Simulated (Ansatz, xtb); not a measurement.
# Worked example: CH4 + SiH(SH)3 → CH4S + SiH2(SH)2

Species: CH4 (methane) `C`, singlet; SiH(SH)3, singlet; CH4S (methanethiol) `CS`, singlet; SiH2(SH)2, singlet. The partners trade H for SH: C–H and Si–SH bonds give way to C–SH and Si–H.

Shapes, held fixed at every level: PBE0-D4/def2-TZVP. Flexible molecules stand in one conformer, not always the lowest. Programs: Ansatz 0.2.0, xtb 6.7.1. The zero-point and thermal change to 298 K, harmonic and unscaled (PBE0-D4/def2-TZVP), is -4.0 kJ/mol.

At CCSD(T)/CBS estimate; 1 Eh = 2625.50 kJ/mol:

| species | energy (Eh) |
| --- | --- |
| CH4 | -40.462061 |
| SiH(SH)3 | -1484.899633 |
| CH4S | -438.228352 |
| SiH2(SH)2 | -1087.086349 |

Question: Work out ΔH(298 K) of the reaction at this level.

Answer: 
1. Products less reactants: (-438.228352) + (-1087.086349) − [(-40.462061) + (-1484.899633)] = 0.046993 Eh = +123.4 kJ/mol.
2. With the thermal change: +123.4 + (-4.0) = +119.4 kJ/mol.

Other levels give +103.5 (HF/def2-TZVPP) to +123.5 kJ/mol (r2SCAN-D4/def2-TZVPP). No measured value is set beside it here. The CBS estimate extrapolates MP2 from def2-TZVPP and def2-QZVPP and adds CCSD(T) − MP2 in the triple-zeta set, cores frozen.
